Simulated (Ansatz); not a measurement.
One change: `BC[SiH](C)F` becomes `C[SiH](F)P`.

Ansatz, PBE0-D4/def2-TZVP geometries, multiplicity 1. Each molecule was computed in one conformer, which needn't be the lowest.

| property | `BC[SiH](C)F` |
| --- | --- |
| HOMO–LUMO gap (B3LYP/def2-TZVPP) / eV | 7.02 |
| LUMO energy (B3LYP/def2-TZVPP) / eV | -1.69 |
| LUMO energy (PBE0/def2-TZVPP) / eV | -1.48 |
| size of the dipole moment (ωB97M-V/def2-TZVPP) / D | 0.89 |
| LUMO energy (ωB97M-V/def2-TZVPP) / eV | 0.43 |
| HOMO–LUMO gap (PBE/def2-TZVPP) / eV | 5.18 |

**Question.** What does the change do to each property? (Best estimate.)

**Answer.** Computed: 
```tsv
property	`C[SiH](F)P`	shift
HOMO–LUMO gap (B3LYP/def2-TZVPP) / eV	7.33	0.31
LUMO energy (B3LYP/def2-TZVPP) / eV	-0.06	1.63
LUMO energy (PBE0/def2-TZVPP) / eV	0.16	1.64
size of the dipole moment (ωB97M-V/def2-TZVPP) / D	2.09	1.20
LUMO energy (ωB97M-V/def2-TZVPP) / eV	2.00	1.57
HOMO–LUMO gap (PBE/def2-TZVPP) / eV	5.74	0.56
```

With PBE0 the HOMO rises by 1.33 eV and the LUMO rises by 1.64 eV, so the gap widens by about 0.31 eV. PBE moves the HOMO by 1.15 eV and ωB97M-V by 1.47 eV. Dipoles are sizes alone; their direction can turn.

B3LYP here is the variant with VWN-RPA as its local correlation; programs differ in this.
